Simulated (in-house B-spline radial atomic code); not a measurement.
# RPA and G0W0 on TPSS: Re⁷⁺

Configuration [Xe] 4f14, mean-field start TPSS. Computed with an all-electron radial atomic-structure program (B-spline basis): all electrons, scalar-relativistic (spin-free one-electron X2C), finite nucleus, each spin shell either full or empty, empty states to l = 9 with an (l + 1/2)⁻⁴ tail; G0W0 by contour deformation at full frequency.

Without the two-electron picture change, the correlation of inner shells comes somewhat too large for so heavy an element.

Command:
```bash
python run_gw.py task.json out
```
Settings (radii: box in bohr, nucleus in fm):
```
Z                        75
electrons                68
configuration            [Xe] 4f14
hamiltonian              x2c
method                   tpss,tpss
lmax                     9
rms_radius               5.3698
spin_polarised           False
box_radius               8.41
intervals                66
```

Time taken, with all properties: 5 s on 1 thread of Arm Neoverse N1, with other jobs on the host.

Energies (hartree):

```tsv
term	value
mean-field total	-16682.32451
Hartree-Fock functional on these orbitals	-16677.75041
direct second order	-7.2792
second-order exchange	1.8044
SOSEX correction	1.6852
```

Problem. What is the RPA correlation energy, and what remains with SOSEX?

Solution. RPA gives -6.3082 hartree (-2.52 eV per electron); RPA + SOSEX gives -4.6231, and the second-order doubles -5.4748 hartree (no singles). SOSEX takes back 27 % of the RPA value.

Quasi-particle levels (eV):

| level | occupied | mean field | Σx - vxc | Σc | QP weight | G0W0 |
| --- | --- | --- | --- | --- | --- | --- |
| 4f | yes | -138.07 | -20.26 | ? | ? | ? |
| 5p | yes | -138.81 | -9.30 | -0.81 | 0.966 | -148.93 |
| 5d | no | -89.11 | 8.70 | -2.03 | 0.976 | -82.44 |

G0W0 = mean field + (Σx - vxc) + Σc, with Σc (partial-wave tail included) taken at the quasi-particle energy. Only the outer levels were computed. Levels of low weight are left out.

Problem. Where does G0W0 put 4f?

Solution. At -153.74 eV, with Σc = 4.59 eV and a quasi-particle weight of 0.942.
